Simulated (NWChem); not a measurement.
AlH, singlet; SMILES [AlH]

```xyz
2

Al     0.0000     0.0000     0.1423
H      0.0000     0.0000    -1.5249
```
Atoms are numbered in this order, from 1.

Level: PBE0/def2-SVP (NWChem), optimised geometry, unscaled harmonic frequencies. Low-valent species are run as closed-shell singlets; no triplet was tried in these runs.

Question: List the harmonic frequencies with IR intensities, and the thermochemistry.

Answer: 
```
frequency (cm⁻¹)  IR intensity (km/mol)
----------------  ---------------------
1660                              668.1
```

```json
{
  "zero_point_energy": "2.4 kcal/mol",
  "thermal correction to the enthalpy at 298.15 K (with zero-point energy)": "4.4 kcal/mol",
  "heat capacity Cv": "5.0 cal/(mol K)",
  "entropy at 298.15 K and 1 atm (symmetry number 1)": "44.9 cal/(mol K)",
  "dipole_moment": "0.10 D"
}
```

Rigid rotor and harmonic oscillator.
